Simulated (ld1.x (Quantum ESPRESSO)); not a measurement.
## Pseudopotential generation for gallium (Ga): PAW, PBEsol, scalar-relativistic.

Ga, PAW, made with ld1.x (Quantum ESPRESSO) 7.5 (PBEsol, scalar-relativistic). Core [Ar] 3d10, reference 4s2 4p1. Waves: 4s (bound): rcut 1.55, rcutus 2.15 bohr; 4s channel at 0.05 Ry: rcut 1.55, rcutus 2.15 bohr; 4p (bound): rcut 1.65, rcutus 2.15 bohr; 4p channel at 0.35 Ry: rcut 1.65, rcutus 2.15 bohr. Local part: all-electron potential smoothed inside 2.10 bohr (lloc = -1). Core correction: a·sin(br)/r model core inside 1.30 bohr. Augmentation charge: PSQ, inside the norm-conserving radii.

Poles of the logarithmic derivatives, all-electron (AE) and pseudo (PS). s: poles at 1.1 (AE) and 1.1 (PS) Ry. p: poles at 2.3 (AE) and 2.3 (PS) Ry. Test radius 2.36 bohr.

* Cutoffs needed: 6 Ry and 8 Ry (the cutoffs (Ry, on a coarse ladder) from which the occupation-weighted sum of valence levels, in a spherical-Bessel basis at the reference potential, stays within 10 and 1 mRy of its value at 400 Ry)
* Ghost test: no extra level below or beside the all-electron valence levels (s, p, d, f tested) (spherical-Bessel basis up to 400 Ry, 20 bohr box)
* Largest excitation error: -213 meV (all-electron minus pseudo) for 4s1 4p0, out of 7 test configurations
* Lowest eigenvalue of the overlap operator: 0.39 (s channel)
* Density cutoff estimated by the generator: 96 Ry
